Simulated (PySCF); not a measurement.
³¹P chemical shifts

[PySCF 2.14: GIAO PBE0/pcSseg-1 shieldings; structure optimised with GFN2-xTB; no solvent; one computed conformer; rapidly exchanging positions averaged; non-relativistic Hamiltonian]

Shieldings were converted by a linear fit to measured shifts: ³¹P (scatter 18.1 ppm rms vs H3PO4, solution or neat liquid). A few per cent of atoms miss by over 2 rms, more outside the fitted compound classes.

**Question.** Give the ³¹P shifts of `COc1cc(C)cc(C=O)p1`, `CC1=C(C)P1C`, `C#Cc1ccncp1`, `C1CC1P1CC1`.

**Answer.** 
```csv
compound,environment,δ (ppm)
COc1cc(C)cc(C=O)p1,"phosphorus bonded to 2 C, in a 6-membered ring",149.8
CC1=C(C)P1C,"phosphorus bonded to 3 C, in a 3-membered ring",-172.8
C#Cc1ccncp1,"phosphorus bonded to 2 C, in a 6-membered ring",204.2
C1CC1P1CC1,"phosphorus bonded to 3 C, in a 3-membered ring",-201.4
```

**Question.** Order these by ³¹P shift, lowest first.
A. P#Cc1ccncc1
B. C#CP(=C)(C)C
C. CC(C)[P@@H](C)=S
D. CC(=O)c1pcoc1C1CC1
E. C[SiH2]C#P
F. CC(C)C[PH2]=S

**Answer.** F (-39.8 ppm, phosphorus bonded to C, S, 2 H), B (-23.1 ppm, phosphorus bonded to 4 C), C (9.6 ppm, phosphorus bonded to 2 C, S, H), A (48.1 ppm, phosphorus bonded to C), D (126.0 ppm, phosphorus bonded to 2 C, in a 5-membered ring), E (152.1 ppm, phosphorus bonded to C).
